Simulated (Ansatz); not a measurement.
Ansatz (an electronic-structure program) input (CCSD(T)/aug-cc-pV(D+d)Z):
A basis named .json is the Basis Set Exchange file of that set.

Ansatz 0.2 input:
```yaml
crystal:
  periodic: [false, false, false]
  atoms:
    - {symbol: Si, position_ang: [-0.00028296, -0.00446525, -0.00656029]}
    - {symbol: F, position_ang: [-0.15673171, -0.53948077, 1.46951801]}
    - {symbol: F, position_ang: [-0.38755171, 1.52479519, 0.01969971]}
    - {symbol: F, position_ang: [-1.01646862, -0.76614773, -0.93055677]}
    - {symbol: O, position_ang: [1.47518585, -0.25378619, -0.59590875]}
    - {symbol: H, position_ang: [2.24924303, 0.12030283, -0.16883448]}
basis:
  gaussian:
    orbitals: aug-cc-pV_D+d_Z.json
magnetization: {spin_polarized: false}
correlation: {method: ccsd_t, electrons: outside_noble_gas}
output: {forces: true}
```

End of the output:

```
cycle   5  -24.84186111 eV  change    3.0e-3 eV  update   8.2e-4
cycle   6  -24.84244382 eV  change   -5.8e-4 eV  update   2.2e-4
cycle   7  -24.84245820 eV  change   -1.4e-5 eV  update   6.9e-5
cycle   8  -24.84239068 eV  change    6.8e-5 eV  update   2.0e-5
cycle   9  -24.84238134 eV  change    9.3e-6 eV  update   6.2e-6
perturbative correction -0.59302838 eV, -0.0217933910 hartree
the calculation of the forces begins
Total energy: -18067.02164980 eV, -663.9507993632 hartree
Atom 0 at    -0.000283    -0.004465    -0.006560 Å, force     0.158858     0.065158     0.069204 eV/Å
Atom 1 at    -0.156732    -0.539481     1.469518 Å, force    -0.108953    -0.297459     0.821830 eV/Å
Atom 2 at    -0.387552     1.524795     0.019700 Å, force    -0.236966     0.848218     0.017268 eV/Å
Atom 3 at    -1.016469    -0.766148    -0.930557 Å, force    -0.542927    -0.437400    -0.537481 eV/Å
Atom 4 at     1.475186    -0.253786    -0.595909 Å, force     0.645156    -0.256098    -0.470104 eV/Å
Atom 5 at     2.249243     0.120303    -0.168834 Å, force     0.084833     0.077581     0.099284 eV/Å
Dipole moment:     0.425995     0.103677     0.085976 e Å
```
